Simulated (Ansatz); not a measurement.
Compare A (`BO[SiH2]F`) with its isomer B (`OB(F)[SiH3]`).

Computed with Ansatz on PBE0-D4/def2-TZVP structures; ΔE is electronic, products minus reactants. CBS: MP2 limit from def2 TZ/QZ plus the TZ coupled-cluster correction, frozen cores. Functionals use def2-TZVPP. B3LYP here is the variant with VWN-RPA as its local correlation; programs differ in this. One conformer a species, not always the lowest.

A:

Z-matrix (Å, degrees):
```
Si
O 1 1.641
F 1 1.589 2 107.9
H 1 1.479 2 110.5 3 118.0
H 1 1.474 2 108.0 3 -116.7
B 2 1.352 1 132.4 3 -107.2
H 6 1.197 2 118.0 1 178.1
H 6 1.203 2 119.8 1 -2.2
```

B:

```xyz
8

O    -0.360   -1.942    0.129
B     0.322   -0.838    0.500
F     1.260   -1.026    1.422
Si    0.013    1.037   -0.236
H    -1.031   -1.777   -0.537
H     1.249    1.555   -0.882
H    -1.077    1.022   -1.252
H    -0.376    1.969    0.856
```

Problem. Which is lower in electronic energy at CCSD(T)/CBS, and by how much? (Estimate.)

Solution. Ansatz gave: A, by 106.5 kJ/mol.

Problem. Give E(B) − E(A) in kJ/mol with ωB97M-V, B3LYP, CCSD(T)/def2-TZVPP, HF/def2-TZVPP, PBE-D4, LDA (SPW92), BLYP-D4. (Estimate.)

Solution. The calculation gave: ωB97M-V 100.6, B3LYP 99.2, CCSD(T)/def2-TZVPP 100.8, HF/def2-TZVPP 130.1, PBE-D4 68.4, LDA (SPW92) 61.6, BLYP-D4 91.8. None reverses the order clearly.

Problem. Does the order hold for the free energy at 298.15 K (harmonic terms from PBE0-D4)? (An estimate is asked.)

Solution. Computed: Yes: G(B) − G(A) = +106.7 kJ/mol, for one conformer each. Modes under 60 cm⁻¹, often nearly free rotors, make the harmonic entropy too high.

Largest T1 diagnostic: 0.014.

Leaving LDA and LC-ωPBE aside and taking each functional with its dispersion term where it has one, the values, not all of them listed here, spread over 45.0 kJ/mol, from PBE-D4 to BHLYP-D4. LDA lies −6.8 kJ/mol from PBE without D4. From BLYP to BHLYP (50 % exact exchange), in def2-TZVPP and without D4, E(B) − E(A) moves by +22.0 kJ/mol.
